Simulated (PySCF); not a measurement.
Mg(Me)2 (C2H6Mg), SMILES [CH3][Mg][CH3]. Atoms are numbered in the order given.

```xyz
9

Mg     0.0000     0.0000     0.0000
C      0.0000     0.0000    -2.0932
H      0.8599     0.5413    -2.4993
H     -0.8987     0.4740    -2.4993
H      0.0389    -1.0153    -2.4993
C      0.0000     0.0000     2.0932
H      0.8599    -0.5413     2.4993
H     -0.8987    -0.4740     2.4993
H      0.0389     1.0153     2.4993
```
Charge 0, spin multiplicity 1.

Geometry: B3LYP-D3(BJ)/def2-TZVP. The isomer is the one that the SMILES or the coordinates give; other isomers of the formula were not compared.

These are PBE/def2-TZVPD run with PySCF values and carry that method's errors.

Mulliken values depend strongly on the basis, most of all with diffuse functions as here. ESP charges are fitted to the potential on shells at 1.4 to 2.0 van der Waals radii. Atomic charges (e):

```tsv
atom	Mulliken	ESP fit
Mg1	0.53	0.89
C2	-0.91	-0.98
H3	0.22	0.18
H4	0.22	0.18
H5	0.22	0.18
C6	-0.91	-0.98
H7	0.22	0.18
H8	0.22	0.18
H9	0.22	0.18
```
